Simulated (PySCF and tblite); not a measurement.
Values are calculated unless marked as measured or tabulated.
C₅H₁₁FSi, numbered as in [CH3:1][C@@H:2]1[CH2:3][CH2:4][SiH2:5][C@@H:6]1[F:7].

The ensemble was built from 60 distance-geometry starts (ETKDG and KDG, MMFF94s, GFN2-xTB) and rests on GFN2-xTB geometries. Weights use BHandHLYP-D3(BJ)/def2-SVP energies plus GFN2-xTB zero-point and thermal terms (modes under about 100 cm⁻¹ blended into free rotors). Symmetry numbers and mirror images are counted. Conformers within 2.5 kcal/mol (GFN2-xTB free energy) were kept, 3 at most. Run with PySCF (density fitting) and tblite.

The 5-ring runs over atoms 2–3–4–5–6.

```json
{"conformer": "1", "shape": "5-ring twist (ring torsions 38, -13, -15, 39, -52°)", "symmetry": "C1", "E(GFN2) kcal/mol": "0.00"}
{"conformer": "2", "shape": "5-ring between envelope and twist (ring torsions -35, 8, 19, -41, 51°)", "symmetry": "C1", "E(GFN2) kcal/mol": "0.43"}
```

Problem. Which of these conformers is the most populated at 298.15 K, and with what share?

Solution. Conformer 1, about 96 %.

Problem. Give the DFT energies and free energies relative to the lowest, and all weights.

Solution. 
```json
{"conformer": "1", "shape": "5-ring twist (ring torsions 38, -13, -15, 39, -52°)", "E(DFT) kcal/mol": "0.00", "G(298.15 K) kcal/mol": "0.00", "weight %": "95.6"}
{"conformer": "2", "shape": "5-ring between envelope and twist (ring torsions -35, 8, 19, -41, 51°)", "E(DFT) kcal/mol": "1.60", "G(298.15 K) kcal/mol": "1.83", "weight %": "4.4"}
```

Problem. How does its share change from 250 K to 350 K?

Solution. From 97 % to 93 %; the mixing entropy goes from 0.24 to 0.48 cal/(mol K).
